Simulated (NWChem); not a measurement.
System: iminoborane (BNH2); SMILES B=N

Results from NWChem. B3LYP is NWChem's, with the RPA form of VWN correlation. Each level has its own optimisation; frequencies are unscaled.

Question: Taking B3LYP/def2-TZVPD as the yardstick, which of these has the fewest basis functions while keeping “r B–H (Å)” within 0.01 Å of it: B3LYP/STO-3G; B3LYP/def2-SVP; B3LYP/def2-SVPD; B3LYP/def2-TZVPP; B3LYP/def2-TZVP?

Answer: B3LYP/def2-SVPD.
```tsv
level	basis functions	r B–H (Å)
B3LYP/STO-3G	12	1.154
B3LYP/def2-SVP	38	1.180
B3LYP/def2-SVPD	56	1.175
B3LYP/def2-TZVP	74	1.167
B3LYP/def2-TZVPP	90	1.166
B3LYP/def2-TZVPD	92	1.167
```

The yardstick is one finite set, not the basis-set limit.
